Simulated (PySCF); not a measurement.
# I³³⁺: ionisation energy

I³³⁺ [Ar] 3d2 [3d3/2^2, M_J = 2] → I³⁴⁺ [Ar] 3d1 [3d3/2^1, M_J = 3/2], as a difference of total energies. All numbers are calculated (PySCF 2.14, the two-component X2C-1e Hamiltonian, in an uncontracted even-tempered set (16 s from 5.9 bohr⁻², ratio 2.8; 12 p from 7.6 bohr⁻², ratio 2.8; 8 d from 7.6 bohr⁻², ratio 2.8; 3 f from 24 bohr⁻², ratio 3)). Correlated levels: [Ne] frozen; the 74 highest virtual spinors dropped. "Screened" scales the spin-orbit matrix elements by Boettger's factors to mimic the two-electron term; Breit and QED terms are absent.

```tsv
method	ionisation energy (eV)
GHF (spin-free)	2086.8
GMP2 (spin-free)	2086.5
GHF (screened spin-orbit)	2093.2
GMP2 (screened spin-orbit)	2093.0
```

Breit and QED terms and the two-electron picture change are absent.

The spin-free rows relax to the high-spin LS determinant and lack the spin-orbit shift.

The labels give the starting determinants; with spin-orbit coupling the two ends relaxed to ⟨J²⟩ = 6.09, ⟨L²⟩ = 10.57, ⟨S²⟩ = 1.59 and ⟨J²⟩ = 3.75, ⟨L²⟩ = 6.01, ⟨S²⟩ = 0.76.

For comparison: 2093 ± 5 eV (theoretical estimate listed by NIST; NIST Atomic Spectra Database, ionization energies).
